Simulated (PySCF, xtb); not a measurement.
GeHCl3, SMILES [Cl][GeH]([Cl])[Cl].

Harmonic wavenumbers (cm⁻¹) from GFN2-xTB (xtb) at its own minimum, in rising order: 124, 124, 149, 342, 366, 366, 603, 603, 1766.

Question: What does PBE-D3(BJ)/def2-SVP in PySCF 2.14.0 give at its own minimum? (The exact figures need the calculation; the answer reports its results.)

Answer: 135, 135, 170, 397, 436, 436, 679, 679, 2125. Paired by order, the mean absolute difference is 84 cm⁻¹ and the zero-point energies are 6.3 and 7.4 kcal/mol.
